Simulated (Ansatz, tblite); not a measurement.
Forces on the cluster BiF3 at its PBE-D4/def2-TZVP geometry. Total charge 0; singlet.

In the def2 sets Bi takes a core potential; there is no spin–orbit coupling. The xTB rows come from tblite. The structure comes from a short search, and lower isomers may exist.

GFN1-xTB (tblite), largest force 0.15 eV/Å:

```xyz
4
positions Å, forces eV/Å
Bi   -0.705    0.055   -0.312    0.088   -0.007    0.039
F    -0.377   -1.128    1.290    0.022    0.095   -0.112
F     0.857   -0.614   -1.403   -0.081    0.052    0.112
F     0.226    1.687    0.425   -0.029   -0.140   -0.040
```

GFN2-xTB (tblite), largest force 0.56 eV/Å:

```
Bi -0.510 0.040 -0.226
F 0.161 -0.029 0.093
F 0.179 -0.022 0.053
F 0.170 0.012 0.080
```

PBE0-D4/def2-TZVP (Ansatz), largest force 0.99 eV/Å:

```
Bi 0.898 -0.070 0.399
F -0.089 0.405 -0.540
F -0.512 0.227 0.384
F -0.297 -0.562 -0.242
```
